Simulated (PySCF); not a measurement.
# Reading the logs of faulty runs: Ge2H4N2

All numbers below are calculated, not measured. They come from PySCF 2.14.0, an open-source quantum chemistry program, on an isolated molecule that a program drew, which may never have been made. The molecule is Ge2H4N2 (charge 0, singlet), drawn as the SMILES string `[NH]=[GeH][NH][GeH]`.

Each row is a Hartree-Fock (HF) and frozen-core CCSD(T) single point in the cc-pVDZ basis, meant for a local HF minimum. Run 1 is clean. Each other run has one planted mistake out of seven kinds, and not every kind appears here: one electron removed, one electron added, multiplicity raised by two, geometry at a saddle point, minimal basis STO-3G, one bond length entered in bohr, all coordinates scaled. The reference is restricted for singlets and unrestricted otherwise, and also for a bond in bohr. Adding or removing an electron swaps singlet and doublet. Electrons count all cores. HOMO and LUMO are orbital energies over both spins, the gradient is its largest component, and the lowest frequency (negative if imaginary) is given only where the gradient is small. Bond lengths are over the 7 bonds as drawn. T1 is the CCSD diagnostic: over 0.02 (restricted) or 0.045 (unrestricted) a single reference is doubtful. Germanium has the cc-pVDZ-PP basis, with a core potential (ECP10MDF) in place of its 10 inner electrons, and its 3s, 3p and 3d shells are frozen in CCSD(T).

Geometry of the clean run:
```xyz
8
Ge2H4N2, angstrom
N     0.2371    1.1541    4.5485
Ge   -1.1253    1.0798    3.5727
N    -1.4635    1.8097    1.9371
Ge   -0.4454    2.8622    0.8100
H     0.9936    1.6967    4.1569
H    -2.3514    0.3010    4.0199
H    -2.3825    1.5949    1.5857
H     0.8152    2.8994    1.7716
```

```
run,electrons,basis functions,<S^2>,HOMO (eV),LUMO (eV),gradient (hartree/bohr),lowest frequency (cm^-1),mean bond (Å),longest bond (Å),T1,HF (hartree),CCSD(T) (hartree),mistake
1,82,94,0.000,-9.38,0.73,8.0e-06,111,1.4958,1.848,0.0231,-697.93014,-698.50359,no fault
2,82,94,2.008,-7.39,-0.72,2.9e-02,-,1.4958,1.848,0.0227,-697.86307,-698.41510,multiplicity raised by two
3,81,94,0.955,-12.51,-7.44,6.8e-02,-,1.4958,1.848,0.0484,-697.62150,-698.17819,one electron removed
4,82,94,1.097,-8.20,0.80,4.9e-02,-,1.6242,1.908,0.0650,-697.80910,-698.36757,?
5,83,94,0.765,-0.66,6.81,5.4e-02,-,1.4958,1.848,0.0239,-697.92795,-698.50600,?
```

**Which mistake was planted in run 4, and what did it cost?**

The mean bond changes by a factor of 1.086 and the longest by 1.032, so the molecule wasn't scaled as a whole. A length L in bohr read as angstrom grows by (1/0.5292 - 1) L = 0.890 L. The 7 bonds together grew by 7 x 0.1284 = 0.899 Å, which gives L = 1.010 Å. That is the length of one of the H-N bonds, 1.010 Å in the clean geometry. So the mistake is: one bond length entered in bohr. Subtracting run 1 and multiplying by 627.51 kcal/mol a hartree, the energy moved by 76.0 kcal/mol in HF and 85.4 kcal/mol in CCSD(T).

**Which mistake was planted in run 5, and what did it cost?**

It counts 83 electrons, one more than the clean run, at the same geometry and basis. So the mistake is: one electron added. Subtracting run 1 and multiplying by 627.51 kcal/mol a hartree, the energy moved by 1.4 kcal/mol in HF and -1.5 kcal/mol in CCSD(T).

Cautions from the logs. Run 1: T1 is over the limit, so its CCSD(T) energy is less reliable; run 3: T1 is over the limit, so its CCSD(T) energy is less reliable; run 4: T1 is over the limit, so its CCSD(T) energy is less reliable.
